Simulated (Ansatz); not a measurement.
Cartesian coordinates in Å:
```
O -1.641 -0.176 -1.163
Si -0.391 -0.295 -0.133
S -0.985 -1.797 1.209
C 0.847 0.970 0.173
O 1.147 -0.234 -0.694
H -1.523 0.369 -1.944
H 0.180 -1.727 1.877
H 1.467 0.992 1.067
H 0.899 1.899 -0.392
```

Charge 0, multiplicity 1.

**Question.** List the ωB97M-V/def2-TZVPP orbital energies in eV (Ansatz 0.2.0). (Best estimate.)

**Answer.** Computed: Occupied: -2427.13, -1808.30, -526.82, -526.00, -282.47, -221.13, -164.23, -164.16, -164.06, -149.21, -103.35, -103.34, -103.32, -31.71, -30.83, -23.63, -20.99, -18.68, -16.07, -15.52, -14.40, -14.22, -13.44, -13.20, -12.22, -11.05, -10.43, -9.63. Lowest empty: 1.75, 2.32, 2.77, 2.86, 3.41, 4.37, 4.46, 4.92.
